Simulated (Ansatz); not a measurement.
An input meant for the cluster Li₂I₂ (charge 0, singlet).

```yaml
crystal:
  periodic: [false, false, false]
  atoms:
    - {symbol: Li, position_ang: [0.637316, -0.220665, 1.248308]}
    - {symbol: Li, position_ang: [-0.637084, 0.220618, -1.248425]}
    - {symbol: I, position_ang: [0.504148, 2.101023, 0.114045]}
    - {symbol: I, position_ang: [-0.504380, -2.100976, -0.113928]}
basis:
  gaussian: {orbitals: STO-3G}
hamiltonian: {xc: {name: HF}}
correlation: {method: mp2, frozen_orbitals: {Li: 9}}
scf: {omitted_lower_state_checks: [starts]}
```

```sh
$ ansatz run in.yaml --threads 4 --pin off --events-out ev --progress --plain --max-ram 3916MiB
```

Output, abridged:

```
Functional definition: HF
Error: "frozen_orbitals" has no count for I
```

(1) What is wrong with this run?

## Answers

(1) Frozen orbitals are typed for one element alone, and the program wants a count for each (the count typed has to fit that element's core, too). The input was rejected before any iteration.
